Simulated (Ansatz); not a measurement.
Start from `C=N[SiH2][AlH][SiH3]` and change one atom or group to get `C=N[SiH2]N`.

Ansatz, PBE0-D4/def2-TZVP geometries, multiplicity 1. Each molecule was computed in one conformer, which needn't be the lowest.

| property | `C=N[SiH2][AlH][SiH3]` |
| --- | --- |
| HOMO energy (ωB97M-V/def2-TZVPP) / eV | -9.00 |
| HOMO energy (PBE0/def2-TZVPP) / eV | -7.10 |
| LUMO energy (ωB97M-V/def2-TZVPP) / eV | -0.68 |
| size of the dipole moment (B3LYP/def2-TZVPP) / D | 1.17 |
| size of the dipole moment (ωB97M-V/def2-TZVPP) / D | 1.23 |
| size of the dipole moment (PBE/def2-TZVPP) / D | 1.06 |

(1) What does the change do to each property? (Estimate.)

Results:

(1) Ansatz gave: 
```csv
property,`C=N[SiH2]N`,shift
HOMO energy (ωB97M-V/def2-TZVPP) / eV,-9.29,-0.29
HOMO energy (PBE0/def2-TZVPP) / eV,-6.95,0.15
LUMO energy (ωB97M-V/def2-TZVPP) / eV,1.40,2.08
size of the dipole moment (B3LYP/def2-TZVPP) / D,1.34,0.17
size of the dipole moment (ωB97M-V/def2-TZVPP) / D,1.38,0.15
size of the dipole moment (PBE/def2-TZVPP) / D,1.29,0.23
```

With PBE0 the HOMO rises by 0.15 eV and the LUMO rises by 1.54 eV, so the gap widens by about 1.39 eV. PBE moves the HOMO by 0.20 eV and ωB97M-V by -0.29 eV. Dipoles are sizes alone; their direction can turn.

B3LYP here is the variant with VWN-RPA as its local correlation; programs differ in this.
